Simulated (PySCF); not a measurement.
## Sn²⁺ (tin, charge +2) across methods

[Kr] 4d10 5s1 6s1, high-spin 3S determinant (an excited configuration). Computed with PySCF 2.14 in aug-cc-pV5Z-PP with ECP28MDF (8s8p6d4f3g2h, 139 functions), with scalar relativity through the core potential.

| method | E (hartree) | mean ε 4d β (eV) | mean ε 5s α (eV) | mean ε 6s α (eV) | Σ⟨r²⟩ (bohr²) | ⟨S²⟩ |
| --- | --- | --- | --- | --- | --- | --- |
| M06-L | -212.9956 | -48.968 | -29.873 | -11.612 | 51.93 | 2.001 |
| LDA | -212.4591 | -48.334 | -31.021 | -11.669 | 50.48 | 2.000 |
| MN15 | -212.3623 | -51.515 | -32.183 | -12.149 | 51.28 | 2.000 |
| r2SCAN | -212.9007 | -48.863 | -30.614 | -11.616 | 50.83 | 2.001 |
| UHF | -212.00549 | -58.292 | -33.767 | -12.810 | 52.72 | 2.001 |
| M06 | -212.9106 | -51.130 | -31.030 | -12.259 | 50.17 | 2.000 |
| PBE | -212.8275 | -48.179 | -30.526 | -11.677 | 50.63 | 2.000 |

Question: Estimate the same row for PBE0.

Answer: E (hartree) = -212.8425; mean ε 4d β (eV) = -51.009; mean ε 5s α (eV) = -31.500; mean ε 6s α (eV) = -12.064; Σ⟨r²⟩ (bohr²) = 50.97; ⟨S²⟩ = 2.000.

Energies and moments cover only the electrons outside the core potential. The outer electron is Rydberg-like, and this basis confines it to a smaller radius and binds it less than a complete one would.
